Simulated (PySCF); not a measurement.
The dipole of `[SiH3]N(CCC)C` from its density and from atomic charges.

Coordinates (GFN2-xTB, Å) and charges (e) from the PBE0/pcSseg-1 density (PySCF):

```
atom       x       y       z  Mulliken      IAO  Hirshfeld  ESP-fitted
  C1   2.677  -0.138  -0.205   -0.2728  -0.4189    -0.1166     -0.4875
  C2   1.213   0.138  -0.516   -0.2901  -0.2611    -0.0735     +0.3653
  C3   0.313  -0.181   0.683   +0.0094  -0.1391    -0.0228     -0.0430
  N4  -1.096   0.013   0.438   -0.7779  -0.5062    -0.1737     -0.3533
  C5  -1.498   1.396   0.388   -0.0628  -0.2985    -0.0696     -0.3616
 Si6  -2.039  -1.199  -0.335   +0.6199  +0.7343    +0.3375     +0.4423
  H7   3.010   0.470   0.634   +0.1071  +0.1358    +0.0387     +0.1061
  H8   3.303   0.093  -1.064   +0.1166  +0.1434    +0.0415     +0.1058
  H9   2.821  -1.185   0.053   +0.1074  +0.1359    +0.0389     +0.1129
 H10   0.889  -0.471  -1.363   +0.1236  +0.1294    +0.0342     -0.0490
 H11   1.093   1.188  -0.792   +0.1200  +0.1280    +0.0345     -0.0424
 H12   0.463  -1.226   0.966   +0.1145  +0.1301    +0.0366     +0.0461
 H13   0.610   0.445   1.533   +0.1041  +0.1225    +0.0348     +0.0558
 H14  -1.126   1.916  -0.502   +0.1019  +0.1163    +0.0307     +0.1193
 H15  -1.122   1.921   1.271   +0.1064  +0.1350    +0.0402     +0.1423
 H16  -2.584   1.454   0.383   +0.1162  +0.1440    +0.0442     +0.1525
 H17  -1.942  -1.261  -1.805   -0.1148  -0.1650    -0.0949     -0.1178
 H18  -1.572  -2.469   0.220   -0.1142  -0.1325    -0.0799     -0.0973
 H19  -3.424  -0.895   0.026   -0.1142  -0.1335    -0.0813     -0.0966
```

Question: Compute μ = Σ q r for each scheme (1 e·Å = 4.803 D) and compare with the dipole of the full density.

Answer: The full density gives (0.64, 0.73, -0.02) D, 0.97 D in size; dipole vectors point from the negative to the positive end.

```json
{"scheme": "Mulliken", "μx": "1.11", "μy": "0.85", "μz": "-0.46", "size (D)": "1.47", "share of the full size (%)": "151", "angle to the full dipole (°)": "20"}
{"scheme": "IAO", "μx": "0.05", "μy": "-0.04", "μz": "-0.23", "size (D)": "0.24", "share of the full size (%)": "24", "angle to the full dipole (°)": "89"}
{"scheme": "Hirshfeld", "μx": "0.30", "μy": "0.32", "μz": "0.15", "size (D)": "0.46", "share of the full size (%)": "48", "angle to the full dipole (°)": "21"}
{"scheme": "ESP-fitted", "μx": "0.62", "μy": "0.73", "μz": "-0.01", "size (D)": "0.95", "share of the full size (%)": "98", "angle to the full dipole (°)": "1"}
```

Question: Which set comes closest?

Answer: Length of the difference vector: ESP-fitted 0.03 D, Hirshfeld 0.56 D, Mulliken 0.65 D, IAO 0.99 D. Closest: ESP-fitted. ESP charges are fitted to the potential around the molecule, whose slowest-falling term is the dipole's. The schemes that divide the density aren't constrained to reproduce the dipole.

Question: What is left for the Hirshfeld atoms' own dipoles?

Answer: The Hirshfeld atoms' densities add up to the full density, so μ = Σ q r + Σ (atomic dipoles). The atomic dipoles sum to (0.64, 0.73, -0.02) − (0.30, 0.32, 0.15) = (0.34, 0.41, -0.17) D, 0.56 D in size.

Question: With the origin at the mean of the coordinates, (-0.001, 0.000, 0.001) Å, which are the largest single terms, by size, of the IAO dipole along the direction of the full one?

Answer: Si6 -7.89, C1 -3.35, H19 +1.88, H18 +1.84, N4 +1.76 D; all 19 atoms together +0.01 D. The single terms depend on the origin, their sum doesn't.

Question: Give the size of the full dipole in other units.

Answer: 0.97 D = 0.382 au = 0.202 e·Å = 3.24 × 10⁻³⁰ C·m.

Geometry: GFN2-xTB, one conformer, isolated molecule.

Shape of the structure used: `[CH3:1][CH2:2][CH2:3][N:4]([CH3:5])[SiH3:6]`: C1–C2–C3–N4 -178°, C2–C3–N4–C5 -74°.
